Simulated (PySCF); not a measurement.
BF2Br, SMILES FB(F)Br. Geometry optimised at PBE0-D3(BJ)/def2-SVP.

TDA-LC-ωPBE/def2-SVPD in PySCF puts the lowest singlet excitations at 7.36, 8.22, 8.30, 8.52, 9.25, 9.39 eV.

Problem. What are the lowest excitation roots from ADC(2)/aug-cc-pVDZ (PySCF)? (The exact figures need the calculation; the answer reports its results.)

Solution. 7.56, 7.98, 8.21, 8.27, 9.16, 9.52 eV. S1 differs by 0.21 eV (second minus first; roots are paired by order, and the bases may differ).
